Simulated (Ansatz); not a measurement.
System: sum formula H2BO (charge 0, doublet). It need not be the lowest isomer of its formula. SMILES: B[O]
Geometry: optimised at B3LYP-D3(BJ)/def2-TZVP (Ansatz, a first-principles code).

Computed values are from Ansatz. Correlated levels leave the core frozen unless marked. UHF or UKS for open shells. Spin-orbit coupling is left out. Non-relativistic. Basis-set limits of correlation are two-point, X^-3; Hartree-Fock from the larger set.

Task: What is the atomisation energy De at CCSD(T)/CBS(aug-cc-pVTZ,aug-cc-pVQZ)?

Result: 1357.5 kJ/mol.

Task: What is the T1 diagnostic at CCSD/aug-cc-pVQZ?

Result: 0.041.

Task: What is the dipole moment at CCSD(T)/aug-cc-pVDZ?

Result: 1.35 D.

Task: What is the total energy at CCSD(T)/CBS(aug-cc-pVTZ,aug-cc-pVQZ)?

Result: -101.1229 Eh.
